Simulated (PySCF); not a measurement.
**Static response to an electric field**

Compound: [TcO4]- (charge -1 and singlet state).
Geometry (PBE0-D3(BJ)/def2-SVP, Å), atoms numbered from 1 in this order:
```xyz
5
TcO4 angstrom
Tc    -0.0005    0.0000    0.0000
O      0.0190   -0.0149    1.6985
O      1.5945    0.0082   -0.5826
O     -0.8093    1.3906   -0.5458
O     -0.8038   -1.3840   -0.5701
```

Level: wB97X-D/def2-SVPD (PySCF), static field, nuclei fixed, core orbitals frozen in the response. The polarisability tensor in these axes (au):

```
x   56.95  0.00  0.02
y    0.00 56.98  0.00
z    0.02  0.00 56.97
```

Q: Give the principal values, the mean and the anisotropy Δα = √{½[(α1 − α2)² + (α2 − α3)² + (α1 − α3)²]}.

A: Principal values 56.94, 56.98 and 56.98 au; mean 56.96 au = 8.44 Å³ = 9.39 × 10⁻⁴⁰ C²·m²/J; Δα = 0.04 au (0 % of the mean). Point group Td makes the tensor isotropic, so any spread comes from the grid or from a geometry that is symmetric only within 0.08 Å.

Q: Form Σ f/ω² (atomic units) for the 10 lowest TDDFT singlets, given as eV and f, and set it beside the mean polarisability, which is this sum over all singlets: 4.47, 0.0000; 4.47, 0.0000; 4.47, 0.0000; 4.93, 0.0110; 4.93, 0.0111; 4.94, 0.0110; 5.23, 0.0000; 5.23, 0.0000; 5.23, 0.0000; 5.84, 0.0342.

A: They add up to 1.75 au, 3.1 % of the 56.96 au; the largest single term is 0.74 au, from the state at 5.84 eV. Terms in order: 0.00, 0.00, 0.00, 0.33, 0.34, 0.34, 0.00, 0.00, 0.00, 0.74 au. Higher excitations give the rest. The strengths listed sum to 0.067.

Geometry: PBE0-D3(BJ)/def2-SVP; no solvent, vibrations or thermal averaging. Atoms past krypton carry effective core potentials; spin–orbit coupling is left out. The geometry's basis has no diffuse functions.
